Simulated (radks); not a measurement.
Species: Cl3+. Configuration: [Ne] 3s2 3p2. Method: Dirac Kohn-Sham, PBE, spin-unpolarised, spherical densities, finite nucleus; open shells are shared between the two j in proportion to 2j + 1; Fermi nuclear charge, rms radius 3.3654 fm; computed with a radial shooting solver on a logarithmic mesh with Libxc functionals. Some entries of the table are withheld. Estimate them.

| orbital | occ. | eigenvalue (hartree) | <r^2> (bohr^2) |
|---|---|---|---|
| 1s1/2 | 2 | -102.8080 | 0.01113 |
| 2s1/2 | 2 | -10.93575 | 0.2333 |
| 2p1/2 | 2 | (1) | 0.2033 |
| 2p3/2 | 4 | (2) | 0.2055 |
| 3s1/2 | 2 | (3) | 2.229 |
| 3p1/2 | 0.666667 | (4) | 2.658 |
| 3p3/2 | 1.33333 | (5) | 2.676 |
| 3d3/2 | 0 | -0.95597 | 3.967 |
| 3d5/2 | 0 | -0.95555 | 3.971 |
| 4s1/2 | 0 | -0.75212 | 12.03 |

Answer. 
(1) 2p1/2 eigenvalue (hartree): -8.73981
(2) 2p3/2 eigenvalue (hartree): -8.67707
(3) 3s1/2 eigenvalue (hartree): -2.16359
(4) 3p1/2 eigenvalue (hartree): -1.66233
(5) 3p3/2 eigenvalue (hartree): -1.65556
